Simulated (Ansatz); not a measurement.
The same path of Cl5FHTa (8 atoms, charge 0, multiplicity 1) was run twice with different band settings. Lost on the way: Cl7–H8. Made: F2–H8.

These are results of RKS LDA/def2-SVP (Ansatz 0.2.0), not measurements.

Relaxed end points:

```xyz
8
Properties=species:S:1:pos:R:3
Ta -0.073 0.012 0.126
F 1.758 0.460 0.328
Cl -0.216 0.185 2.435
Cl 0.465 -0.568 -2.055
Cl -1.097 1.963 -0.356
Cl -1.793 -1.517 0.122
Cl 1.346 -2.325 0.734
H 2.391 -1.529 0.754
```

```xyz
8
Properties=species:S:1:pos:R:3
Ta -0.166 -0.419 0.184
F 1.966 0.340 0.379
Cl -0.275 -0.032 2.465
Cl 0.406 -0.786 -2.030
Cl -0.538 1.792 -0.243
Cl -2.196 -1.386 0.039
Cl 1.306 -2.251 0.714
H 2.279 -0.577 0.580
```

Common settings: movable images 5; climbing image yes; spring 5.0 eV/Å²; optimiser quadratic models (default); start path through a guess of the saddle point; iteration limit 60; end points relaxed.

| run | force threshold |
| --- | --- |
| 1 | 0.03 eV/Å |
| 2 | 0.2 eV/Å |

**Question.** What does each run give, and how far can it be trusted?

**Answer.** Run 1: converged after 16 iterations, highest image 0.149 eV above the first end. A vibrational analysis at the climbing image gives one clearly imaginary mode, 249i cm⁻¹: a first-order saddle point.
Run 2: converged after 10 iterations, highest image 0.156 eV above the first end. The threshold of 0.2 eV/Å is loose, so the images may lie well off the minimum-energy path. The order of the point at the top wasn't checked.
The orbitals stay closed-shell, which can raise the energy where a bond breaks towards radicals; this wasn't checked here.
